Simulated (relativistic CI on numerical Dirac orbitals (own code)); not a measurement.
Slater and spin-orbit integrals, Bi57+

Method of calculation: Dirac-Coulomb-Breit CI, orbitals from a KLI potential per configuration, a model potential for QED, unscaled Slater integrals (own radial code, finite nucleus).

Slater integrals F^k, G^k are unscaled and averaged over j, outside the closed core [Ne]; ζ comes from projecting the Hamiltonian with its Breit term on Σ l·s of the shell.

- 3s2 3p6 3d8: F^2(3d,3d) = 679250, F^4(3d,3d) = 438420, ζ(3d) = 380110 cm⁻¹; <r>(3d) = 0.1501, <r^2>(3d) = 0.02614 (bohr units).
- 3s2 3p5 3d9: ζ(3p) = 2.9838e+06, F^2(3p,3d) = 591350, G^1(3p,3d) = 632750, G^3(3p,3d) = 420820, ζ(3d) = 377560 cm⁻¹; <r>(3p) = 0.1662, <r^2>(3p) = 0.0321, <r>(3d) = 0.1503, <r^2>(3d) = 0.0262 (bohr units).
- 3s2 3p4 3d10: F^2(3p,3p) = 584990, ζ(3p) = 2.9827e+06 cm⁻¹; <r>(3p) = 0.1663, <r^2>(3p) = 0.03214 (bohr units).

Q: Give the Racah parameters of the d shell in 3s2 3p6 3d8.

A: B = F²/49 − 5F⁴/441 = 8892 cm⁻¹ and C = 35F⁴/441 = 34796 cm⁻¹.

Averages of the first 10 configurations, taken without configuration mixing, which lowers the lowest level and can move excited configurations by several eV; other configurations of the list can lie among them:

```json
{"Configuration": "3s2 3p6 3d8", "Parity": "even", "States": "45", "Average energy above the lowest level (eV)": "101.8"}
{"Configuration": "3s2 3p5 3d9", "Parity": "odd", "States": "60", "Average energy above the lowest level (eV)": "791.6"}
{"Configuration": "3s2 3p4 3d10", "Parity": "even", "States": "15", "Average energy above the lowest level (eV)": "1490.9"}
{"Configuration": "3s 3p6 3d9", "Parity": "even", "States": "20", "Average energy above the lowest level (eV)": "1448.0"}
{"Configuration": "3p6 3d10", "Parity": "even", "States": "1", "Average energy above the lowest level (eV)": "2806.9"}
{"Configuration": "3s 3p5 3d10", "Parity": "odd", "States": "12", "Average energy above the lowest level (eV)": "2135.8"}
{"Configuration": "3s2 3p6 3d7 4s", "Parity": "even", "States": "240", "Average energy above the lowest level (eV)": "2376.9"}
{"Configuration": "3s2 3p6 3d7 4p", "Parity": "odd", "States": "720", "Average energy above the lowest level (eV)": "2625.8"}
{"Configuration": "3s2 3p4 3d9 4s", "Parity": "even", "States": "300", "Average energy above the lowest level (eV)": "3744.3"}
{"Configuration": "3s2 3p6 3d7 4d", "Parity": "even", "States": "1200", "Average energy above the lowest level (eV)": "2887.2"}
```
